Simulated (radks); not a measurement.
Task: V V, 19 electrons, occupied as [Ar] 3d1 (the NIST ground configuration). All-electron calculation, scalar-relativistic Kohn-Sham, PBE, spin-polarised, spherical densities, finite nucleus; open shells are filled with parallel spins first; Fermi nuclear charge, rms radius 3.6002 fm. Program: a radial shooting solver on a logarithmic mesh with Libxc functionals. Some entries of the table are withheld. Estimate them.

orbital  occ.  eigenvalue (hartree)  <r> (bohr)
1s down     1             -199.1931     0.06644
1s up       1             -199.1929     0.06644
2s up       1             -24.25057      0.3082
2s down     1             -24.23276      0.3081
2p up       3             -20.58896      0.2741
2p down     3             -20.57527      0.2739
3s up       1              -4.55209         (1)
3s down     1              -4.50439         (2)
3p up       3                   (3)         (4)
3p down     3                   (5)         (6)
3d up       1              -2.04896       1.078
3d down     0              -2.00378       1.084

Result: 
(1) 3s up <r> (bohr): 0.9218
(2) 3s down <r> (bohr): 0.9228
(3) 3p up eigenvalue (hartree): -3.56428
(4) 3p up <r> (bohr): 0.9678
(5) 3p down eigenvalue (hartree): -3.51755
(6) 3p down <r> (bohr): 0.9695
